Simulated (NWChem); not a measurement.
Molecule: InH2OF; SMILES [InH]([OH])[F]

```xyz
5

In    -0.2954     0.0096     0.0000
H     -1.9878    -0.0771     0.0000
F      0.8246    -1.6051     0.0000
O      0.9017     1.5914     0.0000
H      1.8287     1.3223     0.0000
```
Atoms are numbered in this order, from 1.

Program: NWChem. Structure relaxed at the PBE0/def2-SVP (def2 core potentials past Kr) level.

For level Hartree-Fock/STO-3G, non-relativistic:

| Property | Value |
|---|---|
| highest occupied level (eV) | -7.95 |
| orbital gap (eV) | 14.27 |
| dipole (D) | 0.87 |

Question: What are these values for level Hartree-Fock/3-21G, non-relativistic?

Answer: The highest occupied level (eV) comes out as -12.19, the orbital gap (eV) is 13.58 and the dipole (D) is 1.30.
